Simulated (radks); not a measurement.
The numbers below are computed, except where a source is named.
The ytterbium ion Yb2+, 68 electrons, occupied as [Xe] 4f13 7d1 (not the ground configuration). Level of theory: Dirac Kohn-Sham, PBE, spin-unpolarised, spherical densities, finite nucleus; open shells fill j = l - 1/2 first; Fermi nuclear charge, rms radius 5.3108 fm (a radial shooting solver on a logarithmic mesh with Libxc functionals).

Unscreened Slater integrals over Kohn-Sham orbitals (eV). Large and small components are both included. Empty in this configuration: 7d5/2.

integral            value
F0(7d3/2,7d3/2)    2.5701
F2(7d3/2,7d3/2)    1.3551
F0(7d3/2,4f7/2)    3.8040
F2(7d3/2,4f7/2)   0.28106
G3(7d3/2,4f7/2)  0.093644
G5(7d3/2,4f7/2)  0.073921
F0(7d3/2,4f5/2)    3.8063
F2(7d3/2,4f5/2)   0.27635
G1(7d3/2,4f5/2)   0.10008
G3(7d3/2,4f5/2)  0.091404
F0(7d3/2,5p3/2)    3.6881
F2(7d3/2,5p3/2)   0.50276
G1(7d3/2,5p3/2)   0.33957
G3(7d3/2,5p3/2)   0.23684
F0(7d3/2,7d5/2)    2.5641
F2(7d3/2,7d5/2)    1.3478
G2(7d3/2,7d5/2)    1.3467
G4(7d3/2,7d5/2)   0.94503
F0(4f7/2,4f7/2)    34.441
F2(4f7/2,4f7/2)    16.126
F4(4f7/2,4f7/2)    10.070
F6(4f7/2,4f7/2)    7.2316
F0(4f7/2,4f5/2)    34.744
F2(4f7/2,4f5/2)    16.283
F4(4f7/2,4f5/2)    10.172
G2(4f7/2,4f5/2)    16.234
G4(4f7/2,4f5/2)    10.143
G6(4f7/2,4f5/2)    7.2850
F0(4f7/2,5p3/2)    20.823
F2(4f7/2,5p3/2)    6.8661
G2(4f7/2,5p3/2)    3.4809
G4(4f7/2,5p3/2)    2.6891
F0(4f7/2,7d5/2)    3.8044
F2(4f7/2,7d5/2)   0.28325
F4(4f7/2,7d5/2)   0.12617
G1(4f7/2,7d5/2)   0.10274
G3(4f7/2,7d5/2)  0.093975
G5(4f7/2,7d5/2)  0.074265
F0(4f5/2,4f5/2)    35.054
F2(4f5/2,4f5/2)    16.447
F4(4f5/2,4f5/2)    10.278
F0(4f5/2,5p3/2)    20.892
F2(4f5/2,5p3/2)    6.7958
G2(4f5/2,5p3/2)    3.3727
G4(4f5/2,5p3/2)    2.6184
F0(4f5/2,7d5/2)    3.8067
F2(4f5/2,7d5/2)   0.27849
F4(4f5/2,7d5/2)   0.12363
G1(4f5/2,7d5/2)  0.099716
G3(4f5/2,7d5/2)  0.091509
G5(4f5/2,7d5/2)  0.072383
F0(5p3/2,5p3/2)    17.223
F2(5p3/2,5p3/2)    9.2819
F0(5p3/2,7d5/2)    3.6883
F2(5p3/2,7d5/2)   0.51014
G1(5p3/2,7d5/2)   0.35518
G3(5p3/2,7d5/2)   0.24579
F0(7d5/2,7d5/2)    2.5582
F2(7d5/2,7d5/2)    1.3410
F4(7d5/2,7d5/2)   0.94030
